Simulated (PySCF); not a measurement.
Species: C₉H₁₃N.
Geometry (PBE0-D3(BJ)/def2-SVP, Å), atoms numbered from 1 in this order:
```
atom  x, y, z in Å
C1    -2.6783    0.3759    0.5539
C2    -1.9350    0.0400   -0.7331
N3    -0.7492   -0.7639   -0.5453
C4    -0.9063   -2.1926   -0.5013
C5     0.4349   -0.1984   -0.1160
C6     1.5444   -1.0067    0.2177
C7     2.7491   -0.4403    0.6218
C8     2.9023    0.9404    0.7214
C9     1.8098    1.7477    0.4083
C10    0.5982    1.2004    0.0027
H11   -2.0327    0.9336    1.2490
H12   -3.0105   -0.5401    1.0668
H13   -3.5686    0.9895    0.3458
H14   -2.6018   -0.5075   -1.4182
H15   -1.6641    0.9632   -1.2697
H16   -0.1730   -2.7052   -1.1477
H17   -1.9074   -2.4553   -0.8675
H18   -0.7992   -2.6091    0.5188
H19    1.4705   -2.0921    0.1583
H20    3.5846   -1.1016    0.8668
H21    3.8492    1.3784    1.0427
H22    1.8950    2.8350    0.4852
H23   -0.2289    1.8740   -0.2199
```

The closed-shell ground state was solved at several levels (PySCF, density fitting, gas phase, non-relativistic).

| level | basis functions | total energy (Eh) | HOMO (eV) | LUMO (eV) | gap (eV) | dipole (D) |
| --- | --- | --- | --- | --- | --- | --- |
| PBE0/pcSseg-1 | 235 | -404.9899 | -5.47 | 0.07 | 5.54 | 2.15 |
| PBE0/def2-SVPD | 304 | -404.7752 | -5.49 | 0.00 | 5.49 | 2.11 |

(1) What might wB97X-D/pcSseg-1 (235 basis functions) give for the same quantities?

(2) Over all these levels, which gives the widest orbital gap and which the narrowest?

(3) How far do the dipole and the HOMO energy spread over the levels?

## Answers

(1) Total energy -405.3364 Eh, HOMO -7.17 eV, LUMO 1.79 eV, gap 8.96 eV, dipole 2.10 D.

(2) wB97X-D/pcSseg-1 (range-separated hybrid) has the widest, 8.96 eV, and PBE0/def2-SVPD (global hybrid, 25 % exact exchange) the narrowest, 5.49 eV. Functional and basis both differ between the two, so the spread mixes both effects.

(3) The dipole runs from 2.10 to 2.15 D (mean 2.12 D) and the HOMO from -7.17 to -5.47 eV.

One conformer stands for the species.

wB97X-D is run here without its empirical dispersion term; that term would change no orbital, density or response property at a fixed geometry.
